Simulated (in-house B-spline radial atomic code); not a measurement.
Configurations of Al III (Al2+), with energies counted from [Ne] 3s1. Computed with a B-spline radial code for spherical atoms: scalar-relativistic (X2C) B97-1, spin-polarised, spherical fractional occupations, exact exchange averaged over the configuration, Fermi nucleus of rms radius 3.061 fm. Shells without spins written out take the highest spin.

Occupations are held fixed; configurations that lie above the ionisation limit could autoionise.

```csv
configuration,E - E(ref) (eV),highest orbital,its <r> (bohr)
[Ne] 4p1,17.264,4p up,5.315
[Ne] 4d1,20.098,4d up,6.489
[He] 2s2 2p5 3s1 3p1,78.984,3p up,2.239
[He] 2s2 2p5 3s1 3d1,88.751,3d up,2.762
[He] 2s2 2p5 3s1 4d1,96.19,4d up,5.958
[He] 2s1 2p6 3s1 3p1,118.83,3p up,2.245
```

**Question.** Order these further configurations by energy, lowest first.
A. [He] 2s1 2p6 3s2
B. [He] 2s2 2p5 3s2
C. [He] 2s1 2p6 3s1 4s1
D. [Ne] 3d1
E. [He] 2s1 2p6 3s1 4p1

**Answer.** D (14.262 eV), B (73.129 eV), A (113.04 eV), C (130.8 eV), E (133.09 eV).

**Question.** How far above the reference does [He] 2s2 2p5 3s1 4f1 lie?

**Answer.** 97.319 eV; its least bound orbital is 4f up with <r> = 5.778 bohr.
